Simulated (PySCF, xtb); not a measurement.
Si(F)(Cl)(Br)(OH) (BrClFHOSi), SMILES O[Si](F)(Cl)Br.

GFN2-xTB (xtb) at its own geometry gives an orbital gap of 7.14 eV and a dipole moment of 4.40 D.

Geometry optimised at B3LYP-D3(BJ)/def2-SVP. Other conformers were not sampled.

### Question
What does CAM-B3LYP/def2-TZVP (PySCF) give? (An estimate is asked for; the answer gives what the named calculation found.)

### Answer
gap 11.05 eV (levels -10.42 and 0.64 eV), dipole 1.77 D.
